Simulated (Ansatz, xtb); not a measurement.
Breaking the C4–H6 bond in C2H7B (SMILES BCC) (multiplicity 1 held, fragments rigid). Energies count from the point at 1.097 Å.
Geometry at that point (charge 0, multiplicity 1):
```tsv
atom	x (Å)	y (Å)	z (Å)
B	-0.7451	1.0097	0.7393
H	-1.0555	1.2698	1.8631
H	-1.1425	1.7179	-0.1381
C	0.2045	-0.1837	0.4538
C	0.3821	-0.6374	-0.9973
H	-0.0317	-1.0298	1.1103
H	1.1699	0.1762	0.8572
H	0.6743	0.1982	-1.6362
H	-0.5510	-1.0392	-1.3976
H	1.1427	-1.4149	-1.0944
```

R- and RO- levels are restricted; in cc, def2 and unpolarised 6-31G sets they are followed outwards from rest. U- levels take the lowest unrestricted solution at each point, which mixes spins at long bonds. Active spaces are followed from a long bond inwards. Levels need not reach the same state.

Cores are frozen in the correlated methods.

Codes used: Ansatz (an electronic-structure program) with Gaussian orbitals; xtb for the GFN methods. Values without a source in brackets are computed. The GFN methods have no spin term and hold the electronic entropy of 300 K.

Energies in eV.

```json
[
 {"R (Å)": "0.877", "GFN2-xTB": "1.19", "U-HF/cc-pVDZ": "1.31", "R-SCS-MP2/cc-pVDZ": "1.41", "SC-NEVPT2 on CASSCF(2,2)/cc-pVDZ": "1.44", "FIC-MRCISD+Q on CASSCF(2,2)/cc-pVDZ": "1.42"},
 {"R (Å)": "0.987", "GFN2-xTB": "0.22", "U-HF/cc-pVDZ": "0.26", "R-SCS-MP2/cc-pVDZ": "0.31", "SC-NEVPT2 on CASSCF(2,2)/cc-pVDZ": "0.33", "FIC-MRCISD+Q on CASSCF(2,2)/cc-pVDZ": "0.31"},
 {"R (Å)": "1.097", "GFN2-xTB": "0.00", "U-HF/cc-pVDZ": "0.00", "R-SCS-MP2/cc-pVDZ": "0.00", "SC-NEVPT2 on CASSCF(2,2)/cc-pVDZ": "0.00", "FIC-MRCISD+Q on CASSCF(2,2)/cc-pVDZ": "0.00"},
 {"R (Å)": "1.206", "GFN2-xTB": "0.15", "U-HF/cc-pVDZ": "0.17", "R-SCS-MP2/cc-pVDZ": "0.13", "SC-NEVPT2 on CASSCF(2,2)/cc-pVDZ": "0.11", "FIC-MRCISD+Q on CASSCF(2,2)/cc-pVDZ": "0.12"},
 {"R (Å)": "1.316", "GFN2-xTB": "0.48", "U-HF/cc-pVDZ": "0.57", "R-SCS-MP2/cc-pVDZ": "0.48", "SC-NEVPT2 on CASSCF(2,2)/cc-pVDZ": "0.43", "FIC-MRCISD+Q on CASSCF(2,2)/cc-pVDZ": "0.46"},
 {"R (Å)": "1.480", "GFN2-xTB": "1.10", "U-HF/cc-pVDZ": "1.34", "R-SCS-MP2/cc-pVDZ": "1.19", "SC-NEVPT2 on CASSCF(2,2)/cc-pVDZ": "1.09", "FIC-MRCISD+Q on CASSCF(2,2)/cc-pVDZ": "1.14"},
 {"R (Å)": "1.645", "GFN2-xTB": "1.76", "U-HF/cc-pVDZ": "2.16", "R-SCS-MP2/cc-pVDZ": "1.96", "SC-NEVPT2 on CASSCF(2,2)/cc-pVDZ": "1.79", "FIC-MRCISD+Q on CASSCF(2,2)/cc-pVDZ": "1.84"},
 {"R (Å)": "1.919", "GFN2-xTB": "2.77", "U-HF/cc-pVDZ": "3.06", "R-SCS-MP2/cc-pVDZ": "3.12", "SC-NEVPT2 on CASSCF(2,2)/cc-pVDZ": "2.79", "FIC-MRCISD+Q on CASSCF(2,2)/cc-pVDZ": "2.85"},
 {"R (Å)": "2.193", "GFN2-xTB": "3.59", "U-HF/cc-pVDZ": "3.40", "R-SCS-MP2/cc-pVDZ": "4.07", "SC-NEVPT2 on CASSCF(2,2)/cc-pVDZ": "3.52", "FIC-MRCISD+Q on CASSCF(2,2)/cc-pVDZ": "3.58"},
 {"R (Å)": "2.522", "GFN2-xTB": "4.31", "U-HF/cc-pVDZ": "3.56", "R-SCS-MP2/cc-pVDZ": "4.91", "SC-NEVPT2 on CASSCF(2,2)/cc-pVDZ": "4.04", "FIC-MRCISD+Q on CASSCF(2,2)/cc-pVDZ": "4.10"},
 {"R (Å)": "2.961", "GFN2-xTB": "4.89", "U-HF/cc-pVDZ": "3.62", "R-SCS-MP2/cc-pVDZ": "5.60", "SC-NEVPT2 on CASSCF(2,2)/cc-pVDZ": "4.36", "FIC-MRCISD+Q on CASSCF(2,2)/cc-pVDZ": "4.41"},
 {"R (Å)": "3.509", "GFN2-xTB": "5.20", "U-HF/cc-pVDZ": "3.64", "R-SCS-MP2/cc-pVDZ": "5.87", "SC-NEVPT2 on CASSCF(2,2)/cc-pVDZ": "4.47", "FIC-MRCISD+Q on CASSCF(2,2)/cc-pVDZ": "4.52"}
]
```

Doubts at one or more of the structures used: a spin-contaminated determinant (U-HF/cc-pVDZ); a restricted determinant that unrestricted orbitals would lower (R-SCS-MP2/cc-pVDZ).
